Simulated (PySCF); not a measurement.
Cost of one run: geometry optimisation, 3-(methylthio)thiophene, `c1c(csc1)SC`.

Method: PBE0-D3(BJ)/def2-SVP geometry optimisation, gas phase (PySCF 2.14.0). Work: geometry optimisation from a GFN2-xTB start, density fitting. A driver script takes a list of jobs; this job's settings line and coordinates (Å) are shown.

Input:
```
{"job": {"xc": "PBE0", "basis": "def2-SVP", "d3": "d3bj", "grid": 2, "kind": "geom"}, "charge": 0, "multiplicity": 1}
C      2.460741    -0.103456    -0.001519
S      1.233059     1.159063    -0.435906
C     -0.278736     0.323688    -0.112314
C     -1.520554     0.978678    -0.339845
C     -2.580183     0.194674    -0.036628
S     -2.099905    -1.356112     0.531505
C     -0.435479    -0.942767     0.357412
H      2.327945    -0.975614    -0.634595
H      2.363942    -0.363406     1.048323
H      3.431375     0.345645    -0.185545
H     -1.588520     1.983824    -0.712960
H     -3.623455     0.427164    -0.111125
H      0.305384    -1.670895     0.615469
```

Hardware: AMD EPYC 9R14, one thread, on a shared host. PySCF's memory limit was set to 1600 MB.

How large is the basis?

136 functions.

How long does the run take?

About 29 s. The run took 5 energy-and-gradient evaluations and 34 SCF cycles, 5.8 s an evaluation on average.

How much memory does it need at the peak?

About 0.69 GiB. Peak memory is the resident size of the whole Python process, interpreter and libraries included.

The output:
```
step   0  E = -989.62312024  max force = 0.013895
step   1  E = -989.62489829  max force = 0.002181
step   2  E = -989.62491823  max force = 0.000456
step   3  E = -989.62492021  max force = 0.000528
step   4  E = -989.62492046  max force = 0.000299
optimisation converged
```

Energies in Eh; «max force» is the largest Cartesian gradient component in Eh/bohr.

Times come from a shared host and carry two figures at best.

The run converged: final energy -989.62492 Eh after 4 steps; dipole 0.96 D.
